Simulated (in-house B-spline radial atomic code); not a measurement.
Ionisation energies with and without relativity, with size and susceptibility from the Dirac run. Dirac energy differences include first-order Breit, QED and recoil terms. NIST's values go from ground level to ground level; the uncertainty of those that are theory runs from under 0.1 % in few-electron ions to several per cent in heavy many-electron ones. Computed with an all-electron radial atomic-structure program (B-spline basis): non-relativistic Hartree-Fock and Dirac-Hartree-Fock, averages of the configuration (point nuclei without relativity, finite nuclei with it).

```json
{"ion": "Ga+", "configuration": "[Ar] 3d10 4s2", "configuration after": "[Ar] 3d10 4s1", "ionisation non-relativistic (eV)": "18.460", "ionisation Dirac Breit and QED (eV)": "18.753", "tabulated value (eV)": "20.51514", "tabulated kind": "measured", "radius at density 0.001 (bohr)": "3.826", "diamagnetic susceptibility (10⁻⁶ cm³/mol)": "-19.706"}
{"ion": "Ge+", "configuration": "[Ar] 3d10 4s2 4p1", "configuration after": "[Ar] 3d10 4s2", "ionisation non-relativistic (eV)": "?", "ionisation Dirac Breit and QED (eV)": "?", "tabulated value (eV)": "?", "tabulated kind": "measured", "radius at density 0.001 (bohr)": "?", "diamagnetic susceptibility (10⁻⁶ cm³/mol)": "?"}
{"ion": "As+", "configuration": "[Ar] 3d10 4s2 4p2", "configuration after": "[Ar] 3d10 4s2 4p1", "ionisation non-relativistic (eV)": "17.309", "ionisation Dirac Breit and QED (eV)": "17.303", "tabulated value (eV)": "18.5892", "tabulated kind": "measured", "radius at density 0.001 (bohr)": "3.985", "diamagnetic susceptibility (10⁻⁶ cm³/mol)": "-24.043"}
{"ion": "Se+", "configuration": "[Ar] 3d10 4s2 4p3", "configuration after": "[Ar] 3d10 4s2 4p2", "ionisation non-relativistic (eV)": "?", "ionisation Dirac Breit and QED (eV)": "?", "tabulated value (eV)": "?", "tabulated kind": "measured", "radius at density 0.001 (bohr)": "?", "diamagnetic susceptibility (10⁻⁶ cm³/mol)": "?"}
{"ion": "Br+", "configuration": "[Ar] 3d10 4s2 4p4", "configuration after": "[Ar] 3d10 4s2 4p3", "ionisation non-relativistic (eV)": "21.797", "ionisation Dirac Breit and QED (eV)": "21.797", "tabulated value (eV)": "21.591", "tabulated kind": "measured", "radius at density 0.001 (bohr)": "3.828", "diamagnetic susceptibility (10⁻⁶ cm³/mol)": "-25.048"}
{"ion": "Kr+", "configuration": "[Ar] 3d10 4s2 4p5", "configuration after": "[Ar] 3d10 4s2 4p4", "ionisation non-relativistic (eV)": "24.140", "ionisation Dirac Breit and QED (eV)": "24.147", "tabulated value (eV)": "24.35984", "tabulated kind": "measured", "radius at density 0.001 (bohr)": "3.73", "diamagnetic susceptibility (10⁻⁶ cm³/mol)": "-25.059"}
{"ion": "Rb+", "configuration": "[Ar] 3d10 4s2 4p6", "configuration after": "[Ar] 3d10 4s2 4p5", "ionisation non-relativistic (eV)": "26.556", "ionisation Dirac Breit and QED (eV)": "26.570", "tabulated value (eV)": "27.28954", "tabulated kind": "measured", "radius at density 0.001 (bohr)": "3.629", "diamagnetic susceptibility (10⁻⁶ cm³/mol)": "-24.897"}
{"ion": "Sr+", "configuration": "[Kr] 5s1", "configuration after": "[Ar] 3d10 4s2 4p6", "ionisation non-relativistic (eV)": "10.288", "ionisation Dirac Breit and QED (eV)": "10.438", "tabulated value (eV)": "11.03028", "tabulated kind": "measured", "radius at density 0.001 (bohr)": "4.523", "diamagnetic susceptibility (10⁻⁶ cm³/mol)": "-35.65"}
```

**Question.** Fill in the row of Ge+.

**Answer.** ionisation non-relativistic (eV): 15.151; ionisation Dirac Breit and QED (eV): 15.142; tabulated value (eV): 15.93461; radius at density 0.001 (bohr): 3.987; diamagnetic susceptibility (10⁻⁶ cm³/mol): -22.57.

**Question.** Fill in the row of Se+.

**Answer.** ionisation non-relativistic (eV): 19.522; ionisation Dirac Breit and QED (eV): 19.518; tabulated value (eV): 21.196; radius at density 0.001 (bohr): 3.919; diamagnetic susceptibility (10⁻⁶ cm³/mol): -24.765.
